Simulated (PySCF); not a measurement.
Species: Sn(OH)H3.
SMILES: `[OH][SnH3]`

Computed with PBE0-D3(BJ)/def2-SVP geometry optimisation, gas phase, def2 core potentials past Kr in PySCF 2.14.0.

Take the most abundant isotopes and a rigid rotor. 

Task: Give the principal moments of inertia and the rotational constants in cm⁻¹.

Result: Ia = 8.84, Ib = 66.23, Ic = 67.03 u·Å²; 505379 MHz·u·Å²/I gives 57171, 7631 and 7539 MHz, that is A = 1.90703, B = 0.25453, C = 0.25149 cm⁻¹.

Task: What kind of rotor is it?

Result: A near-prolate asymmetric top: κ = (2 × 7631 − 57171 − 7539)/(57171 − 7539) = -1.00.

Task: What does the inertial defect say?

Result: Not planar: Δ = Ic − Ia − Ib = -8.04 u·Å². For a rigid frame Δ = −2 Σ m c², so Σ m c² = 4.02 u·Å² lies off the ab plane, practically all of it from hydrogen. The atom farthest from that plane is 1.44 Å away.

Task: Give the other two planar moments, Paa and Pbb, and the rms extents of the mass along the axes.

Result: Paa = Σ m a² = (Ib + Ic − Ia)/2 = 62.21 and Pbb = Σ m b² = (Ia + Ic − Ib)/2 = 4.82 u·Å². With the mass M = 139.93 u, the rms extents √(P/M) along a, b and c are 0.67, 0.19, 0.17 Å.

Task: List the rotational levels J(Ka,Kc) to J = 2 (MHz).

Result: Above 0(0,0):
J = 1: 1(0,1) 15170, 1(1,1) 64711, 1(1,0) 64802
J = 2: 2(0,2) 45510, 2(1,2) 94960, 2(1,1) 95233, 2(2,1) 243855, 2(2,0) 243855

Task: Which types of transition are allowed, and where do some lines up to J = 5 fall?

Result: The dipole components are |μa| = 1.13 D, |μb| = 1.35 D, |μc| = 0.00 D; the mirror of this Cs structure is the ab plane, so μc vanishes by symmetry (the 0.01 D computed is a residue) and there are no c-type lines. The squared components, which scale the intensities, stand as 0.70 : 1.00 (a : b). Some lines, for components of 0.1 D or more:

```
type  branch         J(Ka,Kc)     MHz  lower level (cm⁻¹)
   a       Q  4(1,3) ← 4(1,4)     911               6.699
   a       Q  5(1,4) ← 5(1,5)    1366               9.221
   a       R  3(0,3) ← 2(0,2)   45509               1.518
   a       R  3(2,2) ← 2(2,1)   45510               8.134
   b       Q  3(1,2) ← 3(0,3)   49860               3.036
   a       R  4(1,4) ← 3(1,3)   60497               4.681
   a       R  4(2,3) ← 3(2,2)   60680               9.652
   a       R  5(2,3) ← 4(2,2)   75852              11.676
   b       R  4(1,4) ← 3(0,3)  109811               3.036
   b       Q  4(2,3) ← 4(1,4)  149215               6.699
   b       Q  5(2,4) ← 5(1,5)  149443               9.221
   b       Q  4(3,1) ← 4(2,2)  247930              11.676
   b       R  3(3,0) ← 2(2,1)  293441               8.134
   b       R  4(3,1) ← 3(2,2)  308612               9.652
   b       Q  4(4,1) ← 4(3,2)  347104              19.946
   b       R  4(4,1) ← 3(3,0)  407784              17.922
   b       R  4(4,0) ← 3(3,1)  407784              17.922
   b       Q  5(5,1) ← 5(4,2)  446276              34.055
```

Task: Estimate the classical rotational partition function at 25 K, 100 K and 200 K.

Result: Point group Cs, symmetry number σ = 1; q = (√π/σ)·√((kT/h)³/(ABC)), k/h = 20836.6 MHz/K: 367 at 25 K, 2940 at 100 K, 8310 at 200 K.

Whether it is a minimum is left open (no frequencies). Constants of a rigid frame at the computed geometry: no zero-point averaging, no centrifugal distortion. A rigid rotor knows nothing of internal rotation, which can split or shift real lines.

Hardware: one thread, Arm Neoverse V1 (aarch64), no GPU, shared host. Cost: 8.8 s, 0.26 GiB resident at most. That covers the optimisation of the geometry.
